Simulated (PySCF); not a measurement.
Isomers of C8H10OS, mass 154.045 u with the commonest isotopes. Theory: PBE0-D3(BJ)/def2-SVP geometry optimisation, gas phase (PySCF). One conformer each, none proved a minimum here; rigid rotors.

Problem. Order these by dipole moment, largest first.
A. `[CH3:1][S@@:2](=[O:3])[CH2:4][c:5]1[cH:6][cH:7][cH:8][cH:9][cH:10]1` with C1–S2–C4–C5 67°, S2–C4–C5–C6 -110°
B. `[CH3:1][O:2][c:3]1[cH:4][cH:5][c:6]([S:7][CH3:8])[cH:9][cH:10]1` with C1–O2–C3–C4 180°, C5–C6–S7–C8 1°
C. `[CH:1]#[C:2][C@@H:3]1[CH2:4][S:5][CH2:6][C@@H:7]([CH3:8])[C:9]1=[O:10]` with C2–C3–C4–S5 -64°, C3–C4–S5–C6 -57°, C4–S5–C6–C7 57°, S5–C6–C7–C8 175°
D. `[CH3:1][CH2:2][O:3][c:4]1[cH:5][cH:6][cH:7][cH:8][c:9]1[SH:10]` with C1–C2–O3–C4 180°, C2–O3–C4–C5 0°, C8–C9–S10–H 180°

Solution. A (4.16 D), D (2.77 D), C (1.11 D), B (0.76 D).

Problem. Order these by rotational constant C, smallest first.
A. `[CH3:1][S@@:2](=[O:3])[CH2:4][c:5]1[cH:6][cH:7][cH:8][cH:9][cH:10]1` with C1–S2–C4–C5 67°, S2–C4–C5–C6 -110°
B. `[CH:1]#[C:2][C@@:3]1([S@@:4]([CH3:5])=[O:6])[C@@H:7]2[CH2:8][CH2:9][C@H:10]12` with C2–C3–S4–C5 -59°
C. `[CH:1]#[C:2][C@@H:3]1[CH2:4][S:5][CH2:6][C@@H:7]([CH3:8])[C:9]1=[O:10]` with C2–C3–C4–S5 -64°, C3–C4–S5–C6 -57°, C4–S5–C6–C7 57°, S5–C6–C7–C8 175°
D. `[CH3:1][O:2][c:3]1[cH:4][cH:5][c:6]([S:7][CH3:8])[cH:9][cH:10]1` with C1–O2–C3–C4 180°, C5–C6–S7–C8 1° (4-methoxythioanisole)
E. `[CH3:1][CH2:2][O:3][c:4]1[cH:5][cH:6][cH:7][cH:8][c:9]1[SH:10]` with C1–C2–O3–C4 180°, C2–O3–C4–C5 0°, C8–C9–S10–H 180°

Solution. D (481.3 MHz), E (579.0 MHz), A (596.8 MHz), C (829.2 MHz), B (876.4 MHz).

Problem. Order these by out-of-plane moment Σ m c² = (Ia + Ib − Ic)/2, smallest first.
A. `[CH3:1][O:2][c:3]1[cH:4][cH:5][c:6]([S:7][CH3:8])[cH:9][cH:10]1` with C1–O2–C3–C4 180°, C5–C6–S7–C8 1°
B. `[CH:1]#[C:2][C@@H:3]1[CH2:4][S:5][CH2:6][C@@H:7]([CH3:8])[C:9]1=[O:10]` with C2–C3–C4–S5 -64°, C3–C4–S5–C6 -57°, C4–S5–C6–C7 57°, S5–C6–C7–C8 175°
C. `[CH:1]#[C:2][C@@:3]1([S@@:4]([CH3:5])=[O:6])[C@@H:7]2[CH2:8][CH2:9][C@H:10]12` with C2–C3–S4–C5 -59°
D. `[CH3:1][S@@:2](=[O:3])[CH2:4][c:5]1[cH:6][cH:7][cH:8][cH:9][cH:10]1` with C1–S2–C4–C5 67°, S2–C4–C5–C6 -110°

Solution. A (3.27 u·Å²), D (61.53 u·Å²), C (96.78 u·Å²), B (106.06 u·Å²).

| SMILES | point group | Ia (u·Å²) | Ib (u·Å²) | Ic (u·Å²) | κ | μa (D) | μb (D) | μc (D) |
| --- | --- | --- | --- | --- | --- | --- | --- | --- |
| C#C[C@@H]1CSC[C@@H](C)C1=O | C1 | 376.95 | 444.63 | 609.45 | 0.20 | 0.36 | 0.86 | 0.60 |
| COc1ccc(SC)cc1 | Cs | 130.91 | 925.76 | 1050.14 | -0.96 | 0.72 | 0.23 | 0.03 |
| C[S@@](=O)Cc1ccccc1 | C1 | 178.18 | 791.70 | 846.81 | -0.96 | 3.88 | 1.16 | 0.93 |
| CCOc1ccccc1S | Cs | 326.77 | 552.43 | 872.79 | -0.31 | 2.07 | 1.84 | 0.01 |
| C#C[C@@]1([S@@](C)=O)[C@@H]2CC[C@@H]21 | C1 | 321.28 | 448.93 | 576.64 | -0.28 | 2.49 | 1.17 | 3.12 |
